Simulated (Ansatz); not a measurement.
Cost and result up the ladder for Ge(eta1-allyl)2H2 (C₆H₁₂Ge) (19 atoms). Total charge 0; singlet. Geometry: PBE-D4/def2-SVP.

```xyz
19

Ge   -0.089   -0.063    0.375
C    -0.889   -1.050   -1.161
C    -1.772   -2.160   -0.690
C    -3.119   -2.154   -0.700
H    -0.041   -1.431   -1.769
H    -1.447   -0.313   -1.775
H    -1.253   -3.040   -0.266
H    -3.689   -1.301   -1.108
H    -3.700   -3.002   -0.305
C     1.229    1.289   -0.263
C     1.730    2.131    0.865
C     2.941    2.029    1.447
H     0.708    1.901   -1.031
H     2.053    0.740   -0.764
H     1.014    2.872    1.268
H     3.693    1.304    1.092
H     3.224    2.667    2.299
H     0.633   -1.064    1.321
H    -1.225    0.646    1.166
```

Ansatz on 4 threads of Arm Neoverse V2 on a shared host. Times are rough, and most runs start from the orbitals of an earlier one. PBE0-D4/def2-TZVPD serves as the yardstick here, not as an exact answer. Differences are given only for rows in sets of like size (and for xTB, whose basis is part of the method), since another set adds its own error. Binding counts from free atoms at the same level (Ge triplet, C triplet, H doublet; other spins of the atoms weren't run), without zero-point energy or a counterpoise term.

Correlated methods freeze 15 core orbitals; core or outer-core shells of Ge are correlated, in sets that lack core-valence functions. The rows differ in basis, and correlated rows in double-zeta sets carry the largest basis error.

Run but left out: HF/STO-3G, HF/def2-TZVP, HF/def2-TZVPD (restricted singlet, unstable in another Hartree–Fock run and untested here).

Correlated methods converge slowly with the basis, most of all in double-zeta sets.

| level | functions | wall time | binding energy per atom (eV) | difference from PBE0-D4/def2-TZVPD (eV) | remarks |
| --- | --- | --- | --- | --- | --- |
| PBE-D4/def2-SVP | 176 | 2.1 s | 4.17 | – | – |
| LDA (SPW92)/def2-TZVP | 306 | 2.3 s | 4.61 | 0.52 | – |
| PBE0-D4/def2-SVP | 176 | 3.3 s | 4.12 | – | – |
| BLYP-D4/def2-TZVP | 306 | 3.7 s | 4.05 | -0.04 | – |
| PBE-D4/def2-TZVP (with forces) | 306 | 4.5 s | 4.14 | 0.05 | – |
| PBE0-D4/def2-TZVP | 306 | 7 s | 4.09 | 0.00 | – |
| PBE-D4/def2-TZVPD | 384 | 7 s | 4.14 | 0.06 | – |
| MP2/def2-TZVP | 306 | 7.5 s | 3.97 | -0.12 | restricted SCF unstable in HF |
| r2SCAN-D4/def2-TZVP | 306 | 8 s | 4.07 | -0.02 | – |
| PBE0-D4/def2-TZVPD | 384 | 11 s | 4.09 | 0.00 | – |
| CCSD(T)/def2-SVP | 176 | 96 s | 3.91 | – | restricted SCF unstable |
